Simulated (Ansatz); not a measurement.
`C[CH2][Ge]([CH2]C)([CH2]C)[CH2]C`. The species carries charge 0 and has multiplicity 1. Correlated methods include outer-core shells of Ge, which these sets cover unevenly. Scalar relativity is left out up to krypton.

Z-matrix (Å, degrees):
```
C
C 1 1.523
H 1 1.094 2 111.9
H 1 1.094 2 111.6 3 120.1
H 1 1.094 2 111.6 3 -120.1
Ge 2 1.969 1 113.6 3 180.0
H 2 1.095 1 110.5 3 58.5
H 2 1.095 1 110.5 3 -58.5
C 6 1.969 2 109.6 1 -60.1
C 6 1.969 2 109.1 1 179.8
C 6 1.969 2 109.6 1 59.7
C 9 1.523 6 113.6 2 -59.8
H 9 1.095 6 107.9 2 63.1
H 9 1.095 6 107.9 2 177.3
C 10 1.523 6 113.6 2 -179.8
H 10 1.095 6 107.9 2 -56.9
H 10 1.095 6 107.9 2 57.3
C 11 1.523 6 113.6 2 60.0
H 11 1.095 6 107.9 2 -177.1
H 11 1.095 6 107.9 2 -62.9
H 12 1.094 9 111.6 6 -59.9
H 12 1.094 9 111.9 6 -180.0
H 12 1.094 9 111.6 6 59.9
H 15 1.094 10 111.6 6 59.9
H 15 1.094 10 111.6 6 -59.9
H 15 1.094 10 111.9 6 -180.0
H 18 1.094 11 111.6 6 59.9
H 18 1.094 11 111.6 6 -59.8
H 18 1.094 11 111.9 6 -180.0
```

Give the diagnostics of a CCSD(T)/def2-TZVPP run (frozen core, Ansatz 0.2.0). (Estimate.)

The calculation gave: T1 = 0.0093, largest single amplitude 0.010, largest double 0.009, (T) share of the correlation energy 3.8 %, 8 CCSD cycles. The RHF solution is stable towards an unrestricted one. T1 lies under the customary mark of 0.02 for closed shells.
